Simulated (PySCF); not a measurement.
## Scalar relativity in Al²⁺ (aluminium, charge +2)

[Ne] 3s1, 2S determinant; UHF calculated with PySCF 2.14 in dyall-acv3z (19s12p6d4f, 113 functions), once non-relativistic with a point nucleus and once with spin-free X2C-1e and a Gaussian nucleus.

| shell | ε non-rel. (eV) | ε X2C (eV) | rms r non-rel. (bohr, spins averaged) | rms r X2C (bohr, spins averaged) | change of radius (%) |
| --- | --- | --- | --- | --- | --- |
| 1s α | -1612.9 | -1616.1 | 0.1395 | 0.1390 | -0.34 |
| 1s β | -1612.5 | -1615.8 | 0.1395 | 0.1390 | -0.34 |
| 2s α | -154.19 | -154.70 | 0.6767 | 0.6749 | -0.26 |
| 2s β | -153.44 | -153.94 | 0.6767 | 0.6749 | -0.26 |
| 2p α | -108.01 | -107.98 | 0.6721 | 0.6717 | -0.06 |
| 2p β | -107.72 | -107.69 | 0.6721 | 0.6717 | -0.06 |
| 3s α | -28.062 | -28.111 | 2.387 | 2.382 | -0.17 |

The total energy goes from -241.0306 to -241.4667 hartree.

Ionisation energy, Al²⁺ [Ne] 3s1 (2S) → Al³⁺ [Ne] (1S) (eV):

```
                                method  non-relativistic  spin-free X2C  shift
                                   UHF            28.040         28.089  0.049
                                   LDA            28.819         28.870  0.052
                                   PBE            28.821         28.872  0.051
                                  PBE0            28.683         28.734  0.051
                                r2SCAN            28.380         28.430  0.051
    MP2 (valence and next inner shell)            28.364         28.415  0.050
SCS-MP2 (valence and next inner shell)            28.299         28.349  0.050
```

Relativity contracts and stabilises s shells directly. The contracted s shells screen the nucleus better, so for spin-averaged p shells the direct and indirect effects partly cancel.
